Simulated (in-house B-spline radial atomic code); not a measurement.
**Ionising Os with different functionals**

Computed with an all-electron radial atomic-structure program (B-spline basis): scalar-relativistic (spin-free X2C) Hamiltonian, Fermi nucleus of rms radius 5.4126 fm, spin-polarised at highest spin, spherical fractional occupations for the functionals, the average over the highest-spin determinants for Hartree-Fock. The ionisation energy is the difference of two self-consistent energies, [Xe] 4f14 5d6 6s2 → [Xe] 4f14 5d6 6s1, without Breit or QED terms; ε is the level of the shell that loses the electron (its least bound occupied spin orbital). There is no spin-orbit coupling in this Hamiltonian.

Hybrids are left out here: with spherical fractional occupations of an open shell their exact exchange keeps a self-interaction that integer-occupation calculations don't have.

```json
{"method": "Hartree-Fock", "rung": "Hartree-Fock", "ΔSCF (eV)": "6.52", "-ε(6s) (eV)": "6.75"}
{"method": "LDA VWN5", "rung": "LDA", "ΔSCF (eV)": "8.84", "-ε(6s) (eV)": "5.68"}
{"method": "LDA PW92", "rung": "LDA", "ΔSCF (eV)": "8.85", "-ε(6s) (eV)": "5.68"}
{"method": "LDA exchange-only", "rung": "LDA", "ΔSCF (eV)": "7.34", "-ε(6s) (eV)": "4.43"}
{"method": "PBE", "rung": "GGA", "ΔSCF (eV)": "8.39", "-ε(6s) (eV)": "5.35"}
{"method": "PBEsol", "rung": "GGA", "ΔSCF (eV)": "8.39", "-ε(6s) (eV)": "5.40"}
{"method": "BLYP", "rung": "GGA", "ΔSCF (eV)": "8.65", "-ε(6s) (eV)": "5.42"}
{"method": "RPBE", "rung": "GGA", "ΔSCF (eV)": "8.24", "-ε(6s) (eV)": "5.24"}
{"method": "PW91", "rung": "GGA", "ΔSCF (eV)": "8.44", "-ε(6s) (eV)": "5.42"}
{"method": "BP86", "rung": "GGA", "ΔSCF (eV)": "8.63", "-ε(6s) (eV)": "5.57"}
{"method": "AM05", "rung": "GGA", "ΔSCF (eV)": "8.38", "-ε(6s) (eV)": "5.35"}
{"method": "OLYP", "rung": "GGA", "ΔSCF (eV)": "8.09", "-ε(6s) (eV)": "5.04"}
{"method": "TPSS", "rung": "meta-GGA", "ΔSCF (eV)": "?", "-ε(6s) (eV)": "?"}
{"method": "SCAN", "rung": "meta-GGA", "ΔSCF (eV)": "?", "-ε(6s) (eV)": "?"}
{"method": "r2SCAN", "rung": "meta-GGA", "ΔSCF (eV)": "8.15", "-ε(6s) (eV)": "5.55"}
{"method": "revTPSS", "rung": "meta-GGA", "ΔSCF (eV)": "8.13", "-ε(6s) (eV)": "5.28"}
```

(1) What does TPSS give?

(2) What does SCAN give?

(3) How do they compare with the NIST value?

## Answers

(1) ΔSCF 8.14 eV, and -ε(6s) = 5.26 eV.

(2) ΔSCF 8.42 eV, and -ε(6s) = 5.75 eV.

(3) NIST lists 8.438 eV (measured, ground level to ground level). Errors run from -1.92 to +0.41 eV; PW91 is closest (+0.00 eV), but part of that can be cancellation, since the calculations leave out spin-orbit coupling, Breit-QED terms, multiplet and fine-structure energies. Hartree-Fock also lacks correlation.
